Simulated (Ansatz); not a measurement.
Si₂Mo₄⁺. Charge 1, multiplicity 2. Geometry PBE-D4/def2-SVP, basis def2-TZVP, Ansatz.

Cartesian coordinates in Å:
```
Mo -1.4230 -0.8230 -0.3721
Mo -0.4306 0.5192 1.2729
Mo 0.8463 -0.6871 -0.9411
Mo 1.3614 1.3832 0.0317
Si 0.3724 -1.8440 1.2195
Si -0.7266 1.4518 -1.2108
```

```json
{"run": "A", "HOMO (eV)": "-8.25", "LUMO (eV)": "-7.61"}
{"run": "B", "HOMO (eV)": "-8.31", "LUMO (eV)": "-7.71"}
{"run": "C", "HOMO (eV)": "-9.01", "LUMO (eV)": "-6.93"}
{"run": "D", "HOMO (eV)": "-8.41", "LUMO (eV)": "-7.60"}
```

In the def2 sets Mo takes a core potential; there is no spin–orbit coupling. No other spin state of charge 1 was run. Another isomer (doublet) lies 0.26 eV lower at PBE0-D4/def2-TZVP; other spin states weren't run for this one.

HOMO and LUMO are taken over both spins.

The runs used PBE, PBE0, r2SCAN, revPBE. Estimate which is which.

A revPBE (0 % exact exchange); B PBE (0 % exact exchange); C PBE0 (25 % exact exchange); D r2SCAN (0 % exact exchange). Exact exchange lowers occupied and raises empty levels; among semilocal functionals meta-GGAs tend to open the gap a little, and such runs are hard to tell apart. The gap grows from 0.60 eV (PBE) to 2.09 eV (PBE0). At PBE0-D4/def2-TZVP, r2SCAN-D4/def2-TZVP the charge 1 doublet is spin-contaminated (final ⟨S²⟩ up to 1.02, 0.75 for a pure state).
